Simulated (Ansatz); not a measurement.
`FCS[SiH3]` → `[CH]F` + `[SiH3]S` at 298.15 K and 1 bar (formal loss of a carbene).

Calculated with Ansatz (gas phase, PBE0-D4/def2-TZVP geometries, no zero-point term in ΔE). CBS: MP2 limit from def2 TZ/QZ plus the TZ coupled-cluster correction, frozen cores. This one scheme is used for every species. One conformer a species, not always the lowest.

| species | CCSD(T)/CBS energy (Eh) | H − E (kJ/mol) | S (J/(mol·K)) |
| --- | --- | --- | --- |
| `FCS[SiH3]` | -827.70796 | 168.5 | 331.1 |
| `[CH]F` | -138.29972 | 42.7 | 223.2 |
| `[SiH3]S` | -689.27336 | 102.7 | 272.7 |

H − E and S are ideal-gas, rigid-rotor, harmonic terms from PBE0-D4/def2-TZVP, for one conformer and one mirror image of each species. 1 Eh = 2625.50 kJ/mol, R = 8.31446 J/(mol·K).

Q: By hand: ΔE, ΔH, ΔS and ΔG.

A: ΔE = (-138.29972) + (-689.27336) − (-827.70796) = 0.13488 Eh = 354.1 kJ/mol. Δ(H − E) = 42.7 + 102.7 − 168.5 = -23.1, so ΔH = 331.0 kJ/mol. ΔS = 223.2 + 272.7 − 331.1 = 164.8 J/(mol·K). ΔG = 331.0 − 298.15 × (164.8)/1000 = 281.9 kJ/mol.

Q: By hand: the equilibrium constant, and the temperature at which ΔG would vanish if ΔH and ΔS stayed fixed.

A: log₁₀ K = −ΔG/(RT ln 10) = -49.4. ΔG = 0 at ΔH/ΔS = 2008 K.

The number of gas molecules changes by +1, which sets the sign of ΔS. A doubt of 5 kJ/mol in ΔE shifts log₁₀ K by 0.9 here. Other conformers and mirror images would add mixing entropy, several J/(mol·K) or more a flexible species. These are equilibria of isolated gas molecules and say nothing of rates. Largest T1 diagnostic: 0.018 (customary marks: 0.02 for closed shells, 0.045 for open ones).
